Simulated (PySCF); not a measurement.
A run for PySCF: R-B3LYP/LANL2DZ on AsBH6 (a complex), monomers drawn apart or pushed together.

```python
from pyscf import gto, scf, dft, mp
from pyscf.data.elements import chemcore

mol = gto.M(
    atom='''
    B    -0.00516141   -0.05976899    0.62956386
    H    -0.86617620    0.77755847    0.57872414
    H    -0.35291625   -1.18244247    0.37704423
    H     1.06645547    0.26575107    0.19284969
    As    0.33694215   -0.16113524    2.47719204
    H    -0.78511721   -0.55103395    3.40898942
    H     0.80963145    1.07502630    3.20366521
    H     1.38530159   -1.12636269    2.97577354
    ''',
    basis='lanl2dz',
    ecp={'As': 'lanl2dz'},
    charge=0, spin=0, verbose=3, max_memory=1800)
mf = dft.RKS(mol, xc='b3lyp')
mf.conv_tol = 1e-8
mf.max_cycle = 100
mf.kernel()
if not mf.converged:
    mf = mf.newton().run(mf.mo_coeff, mf.mo_occ)
```

Output:

```
converged SCF energy = -34.5073792006994
```

The calculation finished and met its thresholds.

Cost: about 1.3 core-seconds (a rough figure).
